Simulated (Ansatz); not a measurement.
B2GeH6 (`B[BH][GeH3]`). Total charge 0; spin multiplicity 1. Correlated methods include outer-core shells of Ge, which these sets cover unevenly. Scalar relativity is left out up to krypton.

Z-matrix (Å, degrees):
```
Ge
B 1 2.082
H 1 1.540 2 108.9
H 1 1.538 2 114.7 3 -121.0
H 1 1.540 2 109.0 3 117.9
B 2 1.604 1 112.0 3 120.9
H 2 1.194 1 115.2 3 -59.1
H 6 1.201 2 121.7 1 86.1
H 6 1.201 2 121.7 1 -86.1
```

Q: Give the diagnostics of a CCSD(T)/def2-TZVPP run (frozen core, Ansatz 0.2.0). (An estimate is asked.)

A: The calculation gave: T1 = 0.0135, largest single amplitude 0.028, largest double 0.024, (T) share of the correlation energy 3.3 %, 10 CCSD cycles. The RHF solution is stable towards an unrestricted one. T1 lies under the customary mark of 0.02 for closed shells.
